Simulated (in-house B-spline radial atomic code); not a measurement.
Ge²⁺. Computed with a B-spline radial atomic code. Model: non-relativistic spherical atom: semilocal Troullier-Martins pseudo-atom, one channel per l, against all electrons, high spin, G0W0 and RPA with empty states to l = 8, local potential for every l without a channel, a model core (radius 0 = none) keeps its share of the functional.

What the tables leave out is listed at the end.

The pseudopotential gives back the lowest level of each angular momentum of its own functional in the configuration it was made in; a second state of the same l is only approximately right. Exact exchange, RPA and GW see the smooth pseudo-orbitals and miss the exchange with the core, for which the functional's share stands in. The column with an uncorrelated core keeps all orbitals and exact exchange, and so separates missing core correlation from pseudisation. Only the three outermost levels and the lowest empty one were computed. RPA here is direct RPA, with no exchange kernel, and its energies carry an (l + 1/2)⁻⁴ tail. A hybrid on a potential with a model core restores only its own semilocal share of the core's exchange.

Command:
```bash
python run_psgw.py task.json out
```
Settings (lengths in bohr, energies in hartree):
```
Z                      32
electrons              30
configuration          [Ar] 3d10 4s2
generated_in           [Ar] 3d10 4s2 4p2
functional             pbe,pbe
core_shells            5
radius_factor          1.15
core_correction        True
ion_configuration      [Ar] 3d10 4s1
```

Run time, properties included: 54 s on 1 thread of Arm Neoverse N1, with other jobs on the host.

Given: made with PBE; model core radius 0.313 bohr; local radius 1.86 bohr; mean-field start PBE.

Valence shells of the generating configuration: 3d, 4s, 4p.

Channel: s 2.042, p 2.553, d 1.738 (radii in bohr).

Computed: largest level miss in the spin-unpolarised generating configuration 0 eV; valence RPA correlation energy all-electron orbitals -0.77442 hartree; valence RPA correlation energy pseudo -0.99961 hartree; all-electron RPA polarisability, core included 8.7829 bohr³; ionisation by mean-field all-electron 33.871 eV; ionisation by RPA all-electron 34.011 eV; ionisation by RPA pseudo minus all 1.092 eV.

```json
{"level": "4s", "occupied": "1", "mean-field all-electron (eV)": "-28.784", "mean-field pseudo minus all (eV)": "-0.011", "G0W0 all-electron (eV)": "-33.991", "G0W0 uncorrelated core minus all (eV)": "-0.053", "G0W0 pseudo minus all (eV)": "-0.661", "exchange self-energy all-electron (eV)": "-16.597", "exchange self-energy pseudo (eV)": "-15.178"}
{"level": "3d", "occupied": "1", "mean-field all-electron (eV)": "-49.984", "mean-field pseudo minus all (eV)": "0.086", "G0W0 all-electron (eV)": "-60.478", "G0W0 uncorrelated core minus all (eV)": "-0.402", "G0W0 pseudo minus all (eV)": "5.913", "exchange self-energy all-electron (eV)": "-62.973", "exchange self-energy pseudo (eV)": "-37.952"}
{"level": "4p (empty)", "occupied": "0", "mean-field all-electron (eV)": "-19.796", "mean-field pseudo minus all (eV)": "-0.017", "G0W0 all-electron (eV)": "-16.1", "G0W0 uncorrelated core minus all (eV)": "-0.037", "G0W0 pseudo minus all (eV)": "-0.259", "exchange self-energy all-electron (eV)": "-5.2442", "exchange self-energy pseudo (eV)": "-4.6212"}
```

Problem. What is the ionisation by mean-field pseudo minus all?

Solution. 0.067 eV.

Problem. What is the pseudo-atom RPA polarisability?

Solution. 8.7492 bohr³.

Given: mean-field start PBE0.

Computed: valence RPA correlation energy all-electron orbitals -0.7366 hartree; all-electron RPA polarisability, core included 8.0152 bohr³; pseudo-atom RPA polarisability 7.9387 bohr³; ionisation by mean-field all-electron 33.513 eV; ionisation by RPA all-electron 33.836 eV; ionisation by RPA pseudo minus all 1.065 eV.

```tsv
level	occupied	mean-field all-electron (eV)	mean-field pseudo minus all (eV)	G0W0 all-electron (eV)	G0W0 uncorrelated core minus all (eV)	G0W0 pseudo minus all (eV)	exchange self-energy all-electron (eV)	exchange self-energy pseudo (eV)
4s	1	-29.806	-0.196	-33.877	-0.046	-0.785	-16.381	-15.185
4p (empty)	0	-18.694	-0.264	-16.046	-0.031	-0.299	-4.9666	-4.5924
```

Problem. What is the ionisation by mean-field pseudo minus all?

Solution. 0.253 eV.

Problem. What is the valence RPA correlation energy pseudo?

Solution. -0.9722 hartree.

Among the listed levels the largest G0W0 shift of the pseudo-atom is +5.91 eV, for 3d on the PBE start, while leaving the core uncorrelated moves that level by -0.40 eV. So pseudisation and the lost core exchange, not the missing core correlation, make the error. Not in the tables (levels of low weight, unsolved or above zero; the highest and the empty levels are kept at any weight): on PBE0 the G0W0 levels 3d (pseudo minus all +6.78 eV, weights 0.90 and 0.79); no Hartree-Fock pseudo-atom is run with a model core.
